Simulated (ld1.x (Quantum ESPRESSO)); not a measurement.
In RRKJ: all-electron and pseudo phase curves

```json
{
 "Element": "In (Z = 49)",
 "Generator": "ld1.x (Quantum ESPRESSO) 7.5",
 "Type": "norm-conserving RRKJ (Kleinman–Bylander form)",
 "Functional": "LDA (PZ)",
 "Relativity": "fully relativistic",
 "Frozen core": "[Kr] 4d10",
 "Valence charge": "3",
 "Reference configuration": "5s2 5p0 (charge +1)",
 "Partial waves": "5p (bound, empty): rc 2.85 bohr; 5s (bound): rc 2.05 bohr",
 "Local potential": "the s channel",
 "Core correction": "none",
 "rho0": "0.005"
}
```

Open shells are filled in proportion to 2j + 1 (rel_dist='average').

The phase is arctan(r·u′/u) with u = r·R(r), unwrapped; energies in Ry, scanned from -3 to 5 Ry. A pole is an energy at which the radial function vanishes at the test radius. The pseudo phase is shifted by a multiple of π to meet the all-electron one at the reference energy, and phase errors are pseudo minus all-electron; the curves can meet again beyond the range given. Levels narrower than the energy grid can be missing from the lists of poles.

```csv
channel,radius (bohr),reference energy (Ry),"poles, all-electron","poles, pseudo",unbroken range about the reference energy with phases within 0.05 rad,phase error 1 Ry above the reference energy (rad)
s,3.09,-1.12,-0.43,"-0.43, 4.44",below 1.2,-0.003
p1/2,3.09,-0.66,0.45,0.44,below 2.3,-0.002
p3/2,3.09,-0.63,0.58,0.57,below 2.3,-0.002
```

Phases in the p3/2 channel:

```json
{"E (Ry)": "-3.00", "all-electron": "1.341", "pseudo": "1.340"}
{"E (Ry)": "-2.52", "all-electron": "1.306", "pseudo": "1.305"}
{"E (Ry)": "-2.04", "all-electron": "1.249", "pseudo": "1.248"}
{"E (Ry)": "-1.56", "all-electron": "1.137", "pseudo": "1.136"}
{"E (Ry)": "-1.08", "all-electron": "0.804", "pseudo": "0.803"}
{"E (Ry)": "-0.60", "all-electron": "-0.594", "pseudo": "-0.594"}
{"E (Ry)": "-0.12", "all-electron": "-1.334", "pseudo": "-1.335"}
{"E (Ry)": "0.36", "all-electron": "-1.522", "pseudo": "-1.524"}
{"E (Ry)": "0.84", "all-electron": "-1.616", "pseudo": "-1.620"}
{"E (Ry)": "1.32", "all-electron": "-1.689", "pseudo": "-1.696"}
{"E (Ry)": "1.80", "all-electron": "-1.769", "pseudo": "-1.785"}
{"E (Ry)": "2.28", "all-electron": "-1.896", "pseudo": "-1.941"}
{"E (Ry)": "2.76", "all-electron": "-2.206", "pseudo": "-2.419"}
{"E (Ry)": "3.24", "all-electron": "-3.344", "pseudo": "-3.842"}
{"E (Ry)": "3.72", "all-electron": "-4.232", "pseudo": "-4.377"}
{"E (Ry)": "4.20", "all-electron": "-4.468", "pseudo": "-4.535"}
{"E (Ry)": "4.68", "all-electron": "-4.567", "pseudo": "-4.612"}
```
